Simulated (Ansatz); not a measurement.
`O[SiH](F)CCl` + H₂ → `C[SiH](O)F` + HCl at 700 K and 1 bar (hydrogenolysis of a C–Cl bond).

Calculated with Ansatz (gas phase, PBE0-D4/def2-TZVP geometries, no zero-point term in ΔE). CCSD(T)/CBS is the MP2 limit (def2-TZVPP, def2-QZVPP) plus CCSD(T) − MP2 in def2-TZVPP, frozen cores. This one scheme is used for every species. One conformer a species, not always the lowest.

| species | CCSD(T)/CBS energy (Eh) | H − E (kJ/mol) | S (J/(mol·K)) |
| --- | --- | --- | --- |
| `O[SiH](F)CCl` | -964.41263 | 217.1 | 452.2 |
| H₂ | -1.17544 | 46.8 | 155.3 |
| `C[SiH](O)F` | -505.24344 | 231.7 | 415.6 |
| HCl | -460.38127 | 38.4 | 211.8 |

H − E and S are ideal-gas, rigid-rotor, harmonic terms from PBE0-D4/def2-TZVP, for one conformer and one mirror image of each species. The MP2-based limit puts H₂ 0.8 mEh under its directly extrapolated value; such offsets cancel only in part. 1 Eh = 2625.50 kJ/mol, R = 8.31446 J/(mol·K).

Problem. By hand: ΔE, ΔH, ΔS and ΔG.

Solution. ΔE = (-505.24344) + (-460.38127) − (-964.41263) − (-1.17544) = -0.03664 Eh = -96.2 kJ/mol. Δ(H − E) = 231.7 + 38.4 − 217.1 − 46.8 = 6.2, so ΔH = -90.0 kJ/mol. ΔS = 415.6 + 211.8 − 452.2 − 155.3 = 19.9 J/(mol·K). ΔG = -90.0 − 700 × (19.9)/1000 = -103.9 kJ/mol.

Problem. By hand: the equilibrium constant, and the temperature at which ΔG would vanish if ΔH and ΔS stayed fixed.

Solution. log₁₀ K = −ΔG/(RT ln 10) = 7.8. ΔH and −TΔS have one sign here, so there is no such temperature.

ΔH outweighs TΔS. A doubt of 5 kJ/mol in ΔE shifts log₁₀ K by 0.4 here. Other conformers and mirror images would add mixing entropy, several J/(mol·K) or more a flexible species. These are equilibria of isolated gas molecules and say nothing of rates. Largest T1 diagnostic: 0.011 (customary marks: 0.02 for closed shells, 0.045 for open ones).
